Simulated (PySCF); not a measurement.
SMILES C(=[CH])C (C₃H₅), doublet (CAM-B3LYP/def2-SVP optimised geometry):

```
8

C      0.919    -0.732     0.000
C     -0.049     0.153     0.000
C     -1.523    -0.140     0.000
H      2.009    -0.732     0.000
H      0.230     1.221     0.000
H     -2.009     0.303     0.884
H     -1.716    -1.221     0.002
H     -2.008     0.299    -0.887
```

Computed with unrestricted CAM-B3LYP/def2-TZVP in PySCF 2.14.0.

### Question
What are the frontier orbital energies (α orbitals alone; a β orbital can be the lowest empty one) and the dipole moment?

### Answer
HOMO-2 -12.09 eV, HOMO-1 -9.05 eV, HOMO -8.14 eV, LUMO 1.57 eV, LUMO+1 2.45 eV; dipole moment 0.79 D.

On the same geometry unrestricted PBE/def2-TZVP run with PySCF 2.14.0 gives HOMO-2 -9.09 eV, HOMO-1 -6.52 eV, HOMO -5.31 eV, LUMO -0.68 eV, LUMO+1 0.90 eV; dipole moment 0.82 D.

Meta-Löwdin charges at CAM-B3LYP/def2-TZVP: C1 -0.18, C2 -0.11, C3 -0.32, H4 0.14, H5 0.12, H6 0.12, H7 0.12, H8 0.12.
